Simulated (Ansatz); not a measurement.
`N[SiH2][SiH2]S` → `[SiH3]S` + `N[SiH]` at 500 K and 1 bar (silylene formation by 1,1-elimination).

Isolated molecules relaxed with PBE0-D4/def2-TZVP in Ansatz; ΔE leaves out vibrations. CCSD(T)/CBS adds triple-zeta CCSD(T) − MP2 to the extrapolated MP2 energy (def2 sets, frozen cores). This one scheme is used for every species. Each species was taken in one conformer, which may not be the lowest.

| species | CCSD(T)/CBS energy (Eh) | H − E (kJ/mol) | S (J/(mol·K)) |
| --- | --- | --- | --- |
| `N[SiH2][SiH2]S` | -1034.89458 | 237.0 | 446.7 |
| `[SiH3]S` | -689.27336 | 117.6 | 310.5 |
| `N[SiH]` | -345.56329 | 110.7 | 274.5 |

H − E and S are ideal-gas, rigid-rotor, harmonic terms from PBE0-D4/def2-TZVP, for one conformer and one mirror image of each species. 1 Eh = 2625.50 kJ/mol, R = 8.31446 J/(mol·K).

Question: By hand: ΔE, ΔH, ΔS and ΔG.

Answer: ΔE = (-689.27336) + (-345.56329) − (-1034.89458) = 0.05793 Eh = 152.1 kJ/mol. Δ(H − E) = 117.6 + 110.7 − 237.0 = -8.7, so ΔH = 143.4 kJ/mol. ΔS = 310.5 + 274.5 − 446.7 = 138.3 J/(mol·K). ΔG = 143.4 − 500 × (138.3)/1000 = 74.2 kJ/mol.

Question: By hand: the equilibrium constant, and the temperature at which ΔG would vanish if ΔH and ΔS stayed fixed.

Answer: log₁₀ K = −ΔG/(RT ln 10) = -7.8. ΔG = 0 at ΔH/ΔS = 1037 K.

The number of gas molecules changes by +1, which sets the sign of ΔS. A doubt of 5 kJ/mol in ΔE shifts log₁₀ K by 0.5 here. Other conformers and mirror images would add mixing entropy, several J/(mol·K) or more a flexible species. Modes under 60 cm⁻¹, often nearly free rotors, make the harmonic entropy too high. These are equilibria of isolated gas molecules and say nothing of rates. Largest T1 diagnostic: 0.015 (customary marks: 0.02 for closed shells, 0.045 for open ones).
